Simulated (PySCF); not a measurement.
Be(SMe)(GeH3) (CH₆BeGeS), SMILES C[S][Be][GeH3].

Geometry optimised at B3LYP-D3(BJ)/def2-SVP. The structure was generated by enumeration; whether it is a known compound was not checked. The values are those of a single conformer.

Two levels are set side by side: TDA-PBE/def2-SVPD (PySCF) and TDA-CAM-B3LYP/def2-SVPD (PySCF). Vertical, same geometry. The lowest singlet is HOMO→LUMO 100 % with PBE and HOMO→LUMO 95 % with the other functional; states are paired by order. Differences are taken from unrounded values.

```tsv
quantity	TDA-CAM-B3LYP
lowest singlet excitation (eV)	4.40
lowest triplet excitation (TDA) (eV)	4.16
first bright state (f over 0.05) (eV)	5.78
its oscillator strength	0.16
```

Task: What does TDA-PBE give, and how far is it from TDA-CAM-B3LYP? (The exact figures need the calculation; the answer reports its results.)

Result: 
```csv
quantity,TDA-PBE,TDA-PBE minus TDA-CAM-B3LYP
lowest singlet excitation (eV),3.83,-0.57
lowest triplet excitation (TDA) (eV),3.62,-0.53
first bright state (f over 0.05) (eV),5.08,-0.70
its oscillator strength,0.13,-0.03
```

Functionals without exact exchange tend to place singlet excitations lower, as here. Differences between two approximate levels are no errors against the true value.

Rough cost on one machine, each run with all the roots and properties that it gave: TDA-CAM-B3LYP against TDA-PBE about 4 times.
